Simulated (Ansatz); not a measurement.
CH₈AlNSi at its PBE0-D4/def2-TZVP geometry, where that method's forces vanish. Charge 0, multiplicity 1. The bonds changed during the relaxation, so this is another structure than the one it started from.

```xyz
12

N    -0.4782   -0.5655    1.3814
C    -1.5290    0.2584    0.6548
Al    0.2701    0.9023    0.2446
Si    1.3582   -0.0664   -1.7234
H    -0.4632   -1.5397    1.1141
H    -0.5301   -0.4981    2.3882
H    -2.1846    0.7555    1.3651
H    -2.1056   -0.3664   -0.0219
H     0.8765    2.0519    1.1597
H     0.7613   -1.4002   -2.0494
H     2.8245   -0.2983   -1.5606
H     1.2001    0.7666   -2.9527
```

Task: What forces (eV/Å) does PBE-D4/def2-TZVPP give on these atoms in Ansatz 0.2.0? (Best estimate.)

Result: The calculation gave: 
```
N1   0.143  0.063 -0.040
C2  -0.131  0.077 -0.074
Al3  0.178  0.147 -0.176
Si4 -0.056  0.051  0.126
H5   0.016 -0.337 -0.081
H6  -0.011  0.007  0.348
H7  -0.134  0.114  0.130
H8  -0.117 -0.107 -0.145
H9   0.035  0.065  0.070
H10 -0.054 -0.130 -0.039
H11  0.145 -0.025  0.004
H12 -0.013  0.076 -0.122
```
